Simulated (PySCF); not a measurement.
Species: C6H6NOS (doublet state).
SMILES with atom numbers: `[CH3:1][N:2][c:3]1[cH:4][cH:5][c:6]([CH:7]=[O:8])[s:9]1` (hydrogens: H10, H11, H12 on C1; H13 on C4; H14 on C5; H15 on C7)

Cartesian coordinates in Å at the GFN2-xTB level; atoms count from 1:
```
atom  x, y, z in Å
C1    -3.0054   -0.1162    0.0740
N2    -1.8021    0.2231    0.7439
C3    -0.6413    0.1227    0.2231
C4    -0.1616   -0.3097   -1.0543
C5     1.1961   -0.2480   -1.1720
C6     1.8520    0.2241   -0.0234
C7     3.2707    0.3883    0.1410
O8     3.8239    0.7870    1.1414
S9     0.7438    0.6038    1.2438
H10   -2.8930   -0.4284   -0.9695
H11   -3.6662    0.7518    0.1286
H12   -3.4852   -0.9159    0.6435
H13   -0.8254   -0.6487   -1.8289
H14    1.7416   -0.5320   -2.0560
H15    3.8477    0.1061   -0.7626
```

The hyperfine couplings belong to this conformer and change with its torsions.

Computed, not measured: UKS B3LYP, pcH-1 on C H N O S, non-relativistic, mean-field spin-orbit, GIAO (PySCF 2.14.0). One conformer (not necessarily the lowest) at the GFN2-xTB geometry, without solvent, vibrations or thermal averaging. Couplings are sensitive to structure, and on GFN2-xTB geometries they can be far from those on DFT ones. The SCF solution wasn't tested for stability. ⟨S²⟩ is 0.780 where a pure state has 0.75.

The largest Mulliken spin populations are on N2 (+0.40), C6 (+0.33), C4 (+0.32) and C5 (-0.16).

(1) Test a(H) = Q·ρ(C) for the protons on planar carbons with a spin population beyond ±0.08.

Results:

(1) 
```tsv
H	C	ρ(C)	a(H) (G)	a/ρ (G)
H13	C4	+0.323	-7.29	-22.6
H14	C5	-0.156	+2.65	-17.0
```

A least-squares line through the origin gives Q = -21.5 G with Mulliken populations. In every row coupling and population have opposite signs. Where ρ is negative the coupling is positive.

Couplings in gauss use g_iso = 2.0050.

Time: 2.1 min (with the writing of density and orbital grids); peak memory 0.97 GiB. Hardware: one thread, Arm Neoverse V1 (aarch64), no GPU (shared host).
